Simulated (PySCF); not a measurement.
Input for PySCF:
```python
from pyscf import gto, scf, dft
from pyscf.prop import polarizability

mol = gto.M(
    atom='''
Si    0.37915347    0.33537799   -0.36480297
N     1.21404173   -0.90614986   -1.22283472
N     1.16503675    0.75141319    1.12438901
C    -1.38680365   -0.31450258   -0.18829205
C    -2.13022421   -0.19369430    0.89932881
H     0.44432253    1.55623253   -1.16987100
H     1.02248576   -1.87137463   -1.01066914
H     2.19702578   -0.78205160   -1.39857889
H     1.32103910    0.02594410    1.80728622
H     0.87581198    1.59361999    1.59447809
H    -1.82128433   -0.80942995   -1.04810618
H    -3.14172988   -0.56774343    0.96714026
H    -1.75720160    0.29184929    1.78846180
''',
    basis='6-31g',
    verbose=4,
)

mf = dft.RKS(mol)
mf.xc = 'pbe0'
mf.kernel()
alpha = mf.Polarizability().polarizability()[2, 2]
print('alpha_zz =', alpha)
```

**Question.** Estimate the total energy that PBE0/6-31G, polarisability in PySCF returns for this input.

**Answer.** -479.5842 Eh

**Question.** What is the computed Mulliken (on the basis functions themselves) charges in atom order (PBE0/6-31G, polarisability)?

**Answer.** Si1 1.05, N2 -0.99, N3 -0.98, C4 -0.43, C5 -0.32, H6 -0.13, H7 0.33, H8 0.33, H9 0.33, H10 0.32, H11 0.17, H12 0.16, H13 0.15

**Question.** What is the computed nuclear repulsion energy (PBE0/6-31G, polarisability)?

**Answer.** 228.8627 Eh

**Question.** What dipole moment does PBE0/6-31G, polarisability give?

**Answer.** 2.16 D

**Question.** What number of basis functions does PBE0/6-31G, polarisability give?

**Answer.** 65
